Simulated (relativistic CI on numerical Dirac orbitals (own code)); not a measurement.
# Hyperfine structure of Pd²⁸⁺, mass number 105

Calculated at this level of theory: Dirac-Coulomb-Breit CI, separate exchange-only KLI orbitals for each configuration, a model potential for QED, unscaled Slater integrals (own radial code, finite nucleus).

CI space (outside the closed core [Ne]): 3s²3p⁶, 3s²3p⁵3d, 3s3p⁶3d, 3s²3p⁵4s, 3s²3p⁵4p, 3s²3p⁵4d, 3s3p⁶4s, 3p⁶3d4p, 3p⁶3d², 3p⁵3d³, 3p⁵3d²4s, 3p⁵3d²4p, 3p⁵3d²4d, 3p⁶3d4s, 3p⁵3d4s², 3p⁵3d4s4p, 3p⁵3d4s4d. Double excitations out of closed p, d and f shells are left out; levels of such configurations are missing from the list, as are those of other unlisted configurations, and high levels can miss mixing partners.

Nuclear spin I = 5/2, μ = -0.642 μN, Q = 0.66 b (tables of Stone and Pyykkö). The electronic factors are computed for point nuclear moments, without core polarisation or the Bohr-Weisskopf and QED corrections.

| Level | E (eV) | A (MHz) | B (MHz) |
| --- | --- | --- | --- |
| 3s²3p⁵3d ³P°1 | 129.283 | -4129 | 8630 |
| 3s²3p⁵3d ³F°3 | 134.595 | -7185 | -39900 |
| 3s²3p⁵3d ³F°4 | 138.364 | -4826 | -36500 |
| 3s²3p⁵3d ³D°3 | 147.800 | -4270 | 16200 |
| 3s²3p⁵3d ³D°1 | 157.955 | 1746 | 8860 |
| 3s²3p⁵3d ³F°2 | 168.859 | -17520 | 18300 |
| 3s²3p⁵3d ¹P°1 | 200.023 | 7569 | 327 |
| 3s3p⁶3d ³D1 | 276.709 | 41870 | 3870 |

Levels with J = 0, under 50 % of one LS term, or S terms without an open s electron are left out. Small factors come from cancelling terms and can be off by tens of per cent or more.

At this charge energies of transitions that change n are usually good to better than 1 %, and those within a shell (Δn = 0) to a few per cent.

Q: Give the hyperfine levels of 3s²3p⁵3d ³F°3 relative to its centre of gravity.

A: With K = F(F + 1) − I(I + 1) − J(J + 1), E = AK/2 + B[¾K(K + 1) − I(I + 1)J(J + 1)]/[2I(2I − 1)J(2J − 1)]: F = 1/2: 47880, F = 3/2: 47890, F = 5/2: 43910, F = 7/2: 29940, F = 9/2: -2387, F = 11/2: -63870 MHz.

LS names give the leading component of a level, which can be under half, so a name can repeat, a term be missing and a line seem to break the LS rules.
